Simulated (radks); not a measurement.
Results of a calculation; reference values are marked as such.
All-electron atom: Er+ in [Xe] 4f12 6s1.

Code: a radial shooting solver on a logarithmic mesh with Libxc functionals. Model: Dirac Kohn-Sham, relativistic LDA (MacDonald-Vosko exchange, VWN5 correlation), spin-unpolarised, spherical densities, finite nucleus; open shells fill j = l - 1/2 first; Fermi nuclear charge, rms radius 5.2516 fm.

Energy parts (eV):
total: -355561.27
kinetic: 390980.07
electron-nucleus: -878906.31
Hartree: 139089.74
exchange-correlation: -6724.77

Orbitals (lengths in bohr, moments of r in powers of bohr; r(90%) holds 90 % of the orbital's charge):
orbital  occ.  eigenvalue (eV)      <r^2>  r(90%)       <r^4>   <1/r>
1s1/2       2        -56919.77  0.0005727  0.0371   8.786e-07   77.19
2s1/2       2        -9575.282   0.008838   0.134   0.0001356   18.58
2p1/2       2        -9131.415   0.006367   0.118  0.00008281   18.56
2p3/2       4        -8225.395   0.007583   0.128   0.0001128   16.11
3s1/2       2        -2150.917    0.05834   0.332    0.005144   6.801
3p1/2       2        -1954.062    0.05390   0.323    0.004604   6.723
3p3/2       4        -1763.635    0.06074   0.342    0.005795   6.096
3d3/2       4        -1423.866    0.04776   0.314    0.004061   5.987
3d5/2       6        -1382.013    0.04966   0.320    0.004361   5.833
4s1/2       2        -428.7152     0.2935   0.733      0.1256   2.850
4p1/2       2        -349.7621     0.3061   0.755      0.1406   2.743
4p3/2       4        -306.7046     0.3443   0.801      0.1781   2.524
4d3/2       4        -175.9714     0.3885   0.870      0.2473   2.305
4d5/2       6        -168.1110     0.4037   0.887      0.2673   2.250
4f5/2       6         -10.6938     0.9146    1.43       3.003   1.662
4f7/2       6          -9.6070     0.9746    1.47       3.587   1.632
5s1/2       2         -58.3650      1.781    1.82       4.774   1.064
5p1/2       2         -36.9751      2.299    2.10       8.392  0.9308
5p3/2       4         -31.6122      2.684    2.27       11.52  0.8520
6s1/2       1          -9.3037      14.53    5.23       318.4  0.3502

The highest occupied level is 6s1/2 at -9.304 eV. The density falls to 0.001 e/bohr^3 at r = 4.37 bohr. The electron density at the nucleus is 8.609e+05 e/bohr^3. For comparison, the ionisation energy in NIST's Atomic Spectra Database is 11.92 eV (semi-empirical). In exact Kohn-Sham theory the highest level is minus the ionisation energy, but local and semilocal functionals leave it too shallow, through self-interaction and a potential that decays too fast; potentials with the right tail come closer. Summed over all electrons, <r^2> = 52.33 bohr^2, which gives a Langevin (diamagnetic) susceptibility term of -41.4 x 10^-6 cm^3/mol.

Beside tabulated values, note that spin-unpolarised runs miss the spin-polarisation part of the exchange energy of open shells.
